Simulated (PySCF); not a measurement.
Gas-phase reaction: 2 GeH3F + CH2CHF + 3 H2 → 2 CH3GeH3 + 3 HF

Computed with PySCF and rigid-rotor harmonic-oscillator thermochemistry at 1 bar. † marks an energy on the PBE0/def2-TZVP geometry and frequencies. All species are closed-shell singlets. B3LYP is the form with VWN-RPA correlation. Ge: all electrons, no relativistic terms.

PBE0/def2-SVP† gives ΔH°(298 K) = -118 kJ.

Q: What do LDA/def2-TZVP†, B3LYP/def2-TZVP†, HF/def2-TZVP† give?

A: LDA/def2-TZVP†: -149 kJ; B3LYP/def2-TZVP†: -84 kJ; HF/def2-TZVP†: -90 kJ. For scale, ΔH°(298 K) is -118 kJ at this level, -111 kJ at ωB97M-V/def2-TZVP†, and runs from -158 to 95 kJ over the 20 levels computed.
